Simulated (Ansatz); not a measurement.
B7H13. Charge 0, multiplicity 1. Geometry B3LYP-D4/def2-SVP, basis def2-TZVP, Ansatz.

```xyz
20

B    -2.008    0.465    0.473
B    -0.610    1.001   -0.695
B     0.337   -0.409   -1.237
B     1.121    0.763   -0.154
B     1.609   -0.846    0.016
B     1.477   -0.127    1.540
B    -1.415   -0.528   -0.807
H     2.521   -0.251    2.126
H    -3.170    0.690    0.264
H    -2.154   -0.864   -1.685
H     0.595   -0.638   -2.383
H     2.609   -1.388   -0.351
H    -0.810    1.951   -1.395
H     1.891    1.549   -0.630
H     0.536    0.277    2.168
H    -1.568    0.699    1.567
H    -1.856   -0.906    0.375
H     1.112   -1.393    1.105
H     0.066    1.357    0.391
H    -0.285   -1.404   -0.687
```

```csv
run,HOMO (eV),LUMO (eV)
A,-6.99,-3.67
B,-8.90,-1.74
C,-8.01,-2.82
D,-7.16,-3.52
E,-10.49,-0.72
F,-7.31,-3.55
```

LC-ωPBE has ω = 0.4 bohr⁻¹. Another isomer (singlet) lies 0.75 eV lower at PBE0-D4/def2-TZVP; other spin states weren't run for this one.

Task: The runs used B97M-V, BHLYP, LC-ωPBE, PBE, PBE0, r2SCAN. Estimate which is which.

Result: A PBE (0 % exact exchange); B BHLYP (50 % exact exchange); C PBE0 (25 % exact exchange); D r2SCAN (0 % exact exchange); E LC-ωPBE (range-separated); F B97M-V (0 % exact exchange). Exact exchange lowers occupied and raises empty levels; among semilocal functionals meta-GGAs tend to open the gap a little, and such runs are hard to tell apart. The gap grows from 3.32 eV (PBE) to 9.76 eV (LC-ωPBE).
